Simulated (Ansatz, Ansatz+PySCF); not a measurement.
```xyz
8

Si   -0.9427    0.2803    0.6397
Si    0.9427   -0.2803   -0.6397
H    -1.9740    0.9380   -0.2209
H    -1.5382   -0.9493    1.2482
H    -0.5609    1.2224    1.7367
H     1.9740   -0.9380    0.2209
H     0.5609   -1.2224   -1.7367
H     1.5382    0.9493   -1.2482
```

Basis set: def2-SVP (spherical functions). Left uncorrelated: 10 orbitals. Charge 0, multiplicity 3.

Computed with Ansatz (development build ahead of 0.2.0); each method stands on the lowest determinant of its kind that the runs found.

**Question.** Give the atomization energy at this shape (free ground-state atoms in the same class of orbitals less the molecule, no zero-point energy) of triplet Si₂H₆ by UHF-MP2, UHF.

**Answer.**

```json
{"method": "UHF-MP2", "atomization energy": "14.14 eV"}
{"method": "UHF", "atomization energy": "11.04 eV"}
```

Caution: another spin multiplicity may lie lower; the determinant breaks the point group.
